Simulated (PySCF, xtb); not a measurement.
Br₄Sn, SMILES [Br][Sn-]([Br])([Br])[Br] (connectivity only; charge and spin as stated), charge -1, multiplicity 2.

Harmonic wavenumbers (cm⁻¹) from GFN2-xTB (xtb) at its own minimum, in rising order: 31, 31, 31, 38, 38, 145, 165, 165, 166.

Problem. What does r2SCAN-D4/def2-SVPD (PySCF) give at its own minimum? (Estimate from the structure and the level; the computed values follow.)

Solution. 25, 25, 25, 39, 39, 162, 196, 196, 196. Paired by order, the mean absolute difference is 14 cm⁻¹ and the zero-point energies are 1.2 and 1.3 kcal/mol.
